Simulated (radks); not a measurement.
The numbers below are computed, except where a source is named.
All-electron atom: Sc III in [Ar] 3d1 (the NIST ground configuration).

Level of theory: Dirac Kohn-Sham, PBEsol, spin-unpolarised, spherical densities, finite nucleus; open shells fill j = l - 1/2 first; Fermi nuclear charge, rms radius 3.5459 fm (a radial shooting solver on a logarithmic mesh with Libxc functionals).

Energy parts (hartree):
part                       energy
total                  -762.43250
kinetic                 769.05223
electron-nucleus      -1802.52143
Hartree                 308.68217
exchange-correlation    -37.64547

Orbitals (lengths in bohr, moments of r in powers of bohr; r(max) is where P^2 peaks):
orbital,occ.,eigenvalue (hartree),<1/r>,r(max),small-component weight
1s1/2,2,-161.9384,20.75,0.04784,5.64e-03
2s1/2,2,-17.96904,4.302,0.2839,9.63e-04
2p1/2,2,-14.93364,4.233,0.2309,9.43e-04
2p3/2,4,-14.76332,4.184,0.2330,9.34e-04
3s1/2,2,-2.57959,1.307,0.9271,1.94e-04
3p1/2,2,-1.80717,1.184,0.9642,1.65e-04
3p3/2,4,-1.78830,1.174,0.9705,1.63e-04
3d3/2,1,-0.65654,0.8442,1.077,9.06e-05
3d5/2,0,-0.65520,0.8424,1.079,9.03e-05

The highest occupied level is 3d3/2 at -17.865 eV. The density falls to 0.001 e/bohr^3 at r = 3.10 bohr. For comparison, the ionisation energy in NIST's Atomic Spectra Database is 24.757 eV (measured). In exact Kohn-Sham theory the highest level is minus the ionisation energy, but local and semilocal functionals leave it too shallow, through self-interaction and a potential that decays too fast; potentials with the right tail come closer.

Beside tabulated values, note that spin-unpolarised runs miss the spin-polarisation part of the exchange energy of open shells.
